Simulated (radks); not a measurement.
Results of a calculation; reference values are marked as such.
Radial electron density D(r) = 4 pi r^2 rho(r) of an atom or ion with 58 electrons. Code: a radial shooting solver on a logarithmic mesh with Libxc functionals. Model: non-relativistic Kohn-Sham, r2SCAN, spin-polarised, spherical densities, point nucleus; meta-GGA in the generalised Kohn-Sham scheme.

r (bohr),D(r) (e/bohr),spin D(r)
0.0009788,1.562,0.00000776
0.001121,2.017,0.0000100
0.001295,2.635,0.0000131
0.001496,3.433,0.0000170
0.001713,4.391,0.0000218
0.001979,5.676,0.0000281
0.002267,7.202,0.0000357
0.002618,9.216,0.0000456
0.003024,11.72,0.0000579
0.003464,14.60,0.0000720
0.004001,18.29,0.0000898
0.004621,22.67,0.000111
0.005294,27.50,0.000134
0.006114,33.31,0.000161
0.007061,39.76,0.000190
0.008089,46.28,0.000219
0.009342,53.36,0.000248
0.0107,59.83,0.000271
0.01236,65.98,0.000290
0.01428,70.84,0.000298
0.01636,73.78,0.000293
0.01889,74.85,0.000275
0.02181,73.86,0.000245
0.02499,71.53,0.000209
0.02886,68.63,0.000165
0.03333,66.80,0.000108
0.03819,67.46,0.0000132
0.0441,71.65,-0.000206
0.05053,78.77,-0.000657
0.05835,88.08,-0.00160
0.06739,96.26,-0.00322
0.07721,100.0,-0.00541
0.08917,97.96,-0.00789
0.103,90.53,-0.00883
0.118,82.00,-0.00485
0.1363,76.24,0.0112
0.1561,76.74,0.0477
0.1803,82.25,0.124
0.2082,86.85,0.257
0.2385,84.10,0.454
0.2755,71.41,0.751
0.3182,53.22,1.15
0.3645,38.79,1.62
0.421,32.48,2.16
0.4862,34.67,2.72
0.557,38.54,3.12
0.6433,38.31,3.35
0.737,32.58,3.33
0.8511,23.68,3.12
0.9829,15.87,2.77
1.126,11.38,2.37
1.301,9.194,1.90
1.502,8.055,1.43
1.721,6.844,1.01
1.987,5.152,0.637
2.295,3.364,0.375
2.629,1.959,0.222
3.037,0.9539,0.133
3.479,0.4252,0.0870
4.018,0.1638,0.0558
4.64,0.06135,0.0339
5.316,0.02556,0.0196
6.14,0.01090,0.0100

What is the nuclear charge?

Answer. Z = 59. The innermost maximum, from 1s, lies near 1/Z = 0.0169 bohr (found: 0.0189), and its height grows with Z. The density is that of the praseodymium ion Pr+ in [Xe] 4f4; the configuration itself is not fixed sharply by these data, and Z only to a few units. D(r) has 4 maxima, at r = 0.0189, 0.0791, 0.213, 0.599 bohr, and minima at 0.0347, 0.144, 0.431 bohr, inside which lie 1.99, 11.39, 29.15 electrons.
